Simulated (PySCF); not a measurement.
Stepwise substitution at one centre (Si NH2-C2H5). All species are isolated molecules in the gas phase. One relaxed conformer stands for each flexible species; it need not be the lowest. Strings in code marks are SMILES.

The S1 excitation (TDA) from two functionals at the same geometries (B3LYP-D3(BJ)/def2-SVP), both in PySCF: PBE-D3(BJ)/def2-TZVP and B3LYP-D3(BJ)/def2-TZVP. B3LYP has the VWN-RPA correlation part, as in Gaussian. Excitations are Tamm–Dancoff values on a coarser integration grid. The basis has no diffuse functions, so Rydberg states are missing or too high.

| species | PBE-D3(BJ)/def2-TZVP (eV) |
|---|---|
| 0 of 4 NH2 replaced by C2H5 (`N[Si](N)(N)N`) | 5.31 |
| 1 of 4 NH2 replaced by C2H5 (`N[Si](N)(N)CC`) | 5.49 |
| 2 of 4 NH2 replaced by C2H5 (`N[Si](CC)(N)CC`) | 5.43 |
| 3 of 4 NH2 replaced by C2H5 | 5.55 |
| 4 of 4 NH2 replaced by C2H5 (`CC[Si](CC)(CC)CC`) | 6.55 |

Problem. What does B3LYP-D3(BJ)/def2-TZVP give for each?

Solution. 
- 0 of 4 NH2 replaced by C2H5 (`N[Si](N)(N)N`): 5.95
- 1 of 4 NH2 replaced by C2H5 (`N[Si](N)(N)CC`): 6.12
- 2 of 4 NH2 replaced by C2H5 (`N[Si](CC)(N)CC`): 6.05
- 3 of 4 NH2 replaced by C2H5: 6.10
- 4 of 4 NH2 replaced by C2H5 (`CC[Si](CC)(CC)CC`): 7.22
Over these rows, drawn at random from the members with no instability flagged (it was tested for open shells, ions and some series alone), PBE minus B3LYP-D3(BJ): mean -0.62 eV, from -0.67 eV to -0.55 eV.
